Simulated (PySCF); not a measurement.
# Computed NMR parameters against published values

Structure with atom numbers: `[CH3:1][O:2][Si:3]([CH3:4])([O:5][CH3:6])[O:7][CH3:8]`; H(Xn) means a hydrogen on atom n.

Isolated molecule, single conformer, non-relativistic Hamiltonian, rapidly exchanging positions averaged. Geometry: GFN2-xTB; PBE0/pcSseg-1 with gauge-including orbitals; PySCF 2.14.

Reference values: measured (solution, methanol; T. M. Alam, M. Henry, Phys. Chem. Chem. Phys. (a906445a), supplement).
| atoms | quantity | reference | computed | computed, scaled |
| --- | --- | --- | --- | --- |
| Si3 | δ 29Si vs TMS (internal) | -39.5 | -50.2 | -48.3 |

Reference values: measured (liquid, neat; T. M. Alam, M. Henry, Phys. Chem. Chem. Phys. (a906445a), supplement).
| atoms | quantity | reference | computed | computed, scaled |
| --- | --- | --- | --- | --- |
| Si3 | δ 29Si vs TMS (internal) | -40.1 | -50.2 | -48.3 |

Computed shifts are σ(ref) − σ with the named reference compound (TMS for H and C) calculated as an isolated molecule at the same level. The measured values may be among those fitted. Shieldings were converted by a linear fit to measured shifts: 29Si: δ = 279.94 − 0.822σ (rms 8.9 ppm, 72 shifts, 25.8 ppm with the 6 outliers that the fit left out vs TMS, solution or neat liquid). A few per cent of atoms miss by over 2 rms, more outside the fitted compound classes.

How far are the unscaled 29Si shifts from the references?

## Answers

Mean signed difference -10.40 ppm, mean absolute 10.40 ppm over 2 comparisons; the largest is -10.7 ppm at Si3 (silicon bonded to C, 3 O).

2 of the 4 published NMR values on file for this molecule are compared. The rest: values from further sources.
